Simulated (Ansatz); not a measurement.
Trimethylsilanol + H₂ → trimethylsilane + H₂O at 298.15 K and 1 bar (hydrogenolysis of the Si–O bond).

Isolated molecules relaxed with PBE0-D4/def2-TZVP in Ansatz; ΔE leaves out vibrations. CBS: MP2 limit from def2 TZ/QZ plus the TZ coupled-cluster correction, frozen cores. This one scheme is used for every species. One conformer a species, not always the lowest.

```json
{"species": "`C[Si](C)(C)O`", "CCSD(T)/CBS energy (Eh)": "-484.52812", "H − E (kJ/mol)": "352.8", "S (J/(mol·K))": "371.0"}
{"species": "H₂", "CCSD(T)/CBS energy (Eh)": "-1.17544", "H − E (kJ/mol)": "35.1", "S (J/(mol·K))": "130.4"}
{"species": "`C[SiH](C)C`", "CCSD(T)/CBS energy (Eh)": "-409.29330", "H − E (kJ/mol)": "333.7", "S (J/(mol·K))": "331.4"}
{"species": "H₂O", "CCSD(T)/CBS energy (Eh)": "-76.37941", "H − E (kJ/mol)": "66.4", "S (J/(mol·K))": "188.7"}
```

H − E and S are ideal-gas, rigid-rotor, harmonic terms from PBE0-D4/def2-TZVP, for one conformer and one mirror image of each species. The MP2-based limit puts H₂ 0.8 mEh under its directly extrapolated value; such offsets cancel only in part. 1 Eh = 2625.50 kJ/mol, R = 8.31446 J/(mol·K).

**Question.** By hand: ΔE, ΔH, ΔS and ΔG.

**Answer.** ΔE = (-409.29330) + (-76.37941) − (-484.52812) − (-1.17544) = 0.03085 Eh = 81.0 kJ/mol. Δ(H − E) = 333.7 + 66.4 − 352.8 − 35.1 = 12.2, so ΔH = 93.2 kJ/mol. ΔS = 331.4 + 188.7 − 371.0 − 130.4 = 18.7 J/(mol·K). ΔG = 93.2 − 298.15 × (18.7)/1000 = 87.6 kJ/mol.

**Question.** By hand: the equilibrium constant, and the temperature at which ΔG would vanish if ΔH and ΔS stayed fixed.

**Answer.** log₁₀ K = −ΔG/(RT ln 10) = -15.3. ΔG = 0 at ΔH/ΔS = 4984 K, far beyond where these terms or the molecules hold.

ΔH outweighs TΔS. A doubt of 5 kJ/mol in ΔE shifts log₁₀ K by 0.9 here. Other conformers and mirror images would add mixing entropy, several J/(mol·K) or more a flexible species. These are equilibria of isolated gas molecules and say nothing of rates. Largest T1 diagnostic: 0.010 (customary marks: 0.02 for closed shells, 0.045 for open ones).
